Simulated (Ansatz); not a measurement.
Cl₂GeH₅NSi (`Cl[SiH2][NH][GeH2][Cl]`). The species carries charge 0 and has multiplicity 1. Geometry: relaxed with PBE0-D4/def2-TZVP. It is one conformer, not always the lowest.

```xyz
10

Cl   -1.294   -2.450    1.317
Si   -0.886   -1.260   -0.318
N    -0.558    0.360    0.110
Ge    1.085    1.126    0.308
Cl    1.565    2.263   -1.464
H    -2.083   -1.340   -1.182
H     0.327   -1.813   -0.957
H    -1.341    0.968    0.300
H     2.124    0.011    0.425
H     1.061    2.133    1.461
```

(1) What is the dipole moment at r2SCAN/def2-TZVPP? (Estimate.)

(2) And with PBE, B3LYP, ωB97M-V? (Estimate.)

(3) Give the Mulliken charges with r2SCAN, ωB97M-V, PBE in def2-TZVPP. (Best estimate.)

## Answers

(1) The calculation gave: 1.17 D, with components (-0.43, 0.68, 0.85) D in this frame, pointing from negative to positive charge.

(2) Ansatz gave: PBE 1.14 D, B3LYP 1.13 D, ωB97M-V 1.17 D.

(3) The calculation gave: 
| atom | r2SCAN | ωB97M-V | PBE |
| --- | --- | --- | --- |
| Cl1 | -0.27 | -0.23 | -0.23 |
| Si2 | 0.54 | 0.40 | 0.41 |
| N3 | -0.44 | -0.40 | -0.33 |
| Ge4 | 0.45 | 0.36 | 0.37 |
| Cl5 | -0.33 | -0.29 | -0.30 |
| H6 | -0.07 | -0.02 | -0.06 |
| H7 | -0.06 | -0.02 | -0.05 |
| H8 | 0.15 | 0.11 | 0.14 |
| H9 | 0.03 | 0.06 | 0.02 |
| H10 | 0.01 | 0.04 | 0.01 |

B3LYP here is the variant with VWN-RPA as its local correlation; programs differ in this.
